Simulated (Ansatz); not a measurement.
(1) Predict a relaxed structure of cis-PtH2(AsH3)2 (As₂PtH₈), charge 0, singlet, at PBE0-D4/def2-SVP (Ansatz).

## Answers

(1) 
```csv
atom,x (Å),y (Å),z (Å)
Pt1,1.038,-0.375,-0.225
H2,2.435,0.156,-0.756
H3,1.889,-1.712,-0.161
As4,-0.880,-1.611,0.631
H5,-2.259,-1.022,0.879
H6,-0.740,-2.289,1.976
H7,-1.349,-2.827,-0.138
As8,0.139,1.876,-0.480
H9,0.229,2.532,-1.841
H10,0.794,2.992,0.304
H11,-1.296,2.281,-0.189
```
Point group C2v (tolerance 0.1 Å). The metal has 4 neighbours: H 1.59 Å, H 1.59 Å, As 2.44 Å, As 2.44 Å. This is one stationary point.

In the def2 sets Pt takes a core potential; there is no spin–orbit coupling.
